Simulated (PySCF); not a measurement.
**Gas-phase XPS of `B[AsH]C`, computed**

Species: CH₆AsB.
Z-matrix (Å and degrees, PBE0-D3(BJ)/def2-SVP geometry), rows numbered from 1:
```
B 
As  1  1.9663
C   2  1.9634  1  106.05
H   1  1.2072  2  119.37  3   150.37
H   1  1.2084  2  119.54  3   -40.21
H   2  1.5151  1  101.98  3  -105.78
H   3  1.0972  2  112.13  1   -61.36
H   3  1.0981  2  109.46  1   176.80
H   3  1.0989  2  107.75  1    58.75
```

The calculation used PySCF, delta-SCF UKS SCAN, pcX-2 on the ionised atom, pcseg-1 elsewhere, spin-free X2C. Each binding energy is the total energy of the core-ionised species, with the hole localised on one atom, minus that of the ground state; both are solved self-consistently, so orbital relaxation is included.

Problem. Give the core binding energies atom by atom.

Solution. 
| atom(s) | environment | level | binding energy (eV) | count |
| --- | --- | --- | --- | --- |
| C3 | methyl carbon | C 1s | 290.70 | 1 |

Problem. Which photon wavelength matches the C 1s of C3 threshold?

Solution. λ = hc/E = 12398.42 eV Å / 290.70 eV = 42.650 Å.

Not every level is listed. No level of arsenic or boron is listed. One conformer (not necessarily the lowest) at the PBE0-D3(BJ)/def2-SVP geometry, without solvent, vibrations or thermal averaging.
